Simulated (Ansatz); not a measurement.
Program: Ansatz. Geometries: PBE0-D4/def2-TZVP. ΔE: electronic, gas phase. CCSD(T)/CBS is the MP2 limit (def2-TZVPP, def2-QZVPP) plus CCSD(T) − MP2 in def2-TZVPP, frozen cores. Functionals use def2-TZVPP. Each species was taken in one conformer, which may not be the lowest.

Consider the redistribution: `O[SiH2][SiH2]O` + `C=[CH][AlH][CH3]` → `C=C[SiH2][SiH2]O` + `[CH3][AlH][OH]`.

| level | ΔE (kJ/mol) | difference from CCSD(T)/CBS |
| --- | --- | --- |
| r2SCAN-D4 | -60.0 | -1.3 |
| PBE0-D4 | -58.8 | -0.1 |
| ωB97X-V | -56.4 | 2.3 |
| PBE | -60.8 | -2.1 |
| PBE0 | -58.6 | 0.1 |
| HF/def2-TZVPP | -51.8 | 6.9 |
| CCSD/def2-TZVPP | -58.6 | 0.1 |
| HF/def2-QZVPP | -52.1 | 6.6 |
| MP2/def2-QZVPP | -60.9 | -2.2 |
| SCS-MP2/def2-QZVPP | -59.2 | -0.5 |
| CCSD(T)/CBS | -58.7 | 0 |

Largest T1 diagnostic among the species: 0.012.

In def2-TZVPP, CCSD(T) changes the Hartree–Fock value by −7.4 kJ/mol (the triples alone add −0.6 kJ/mol) and MP2 by −9.4 kJ/mol.
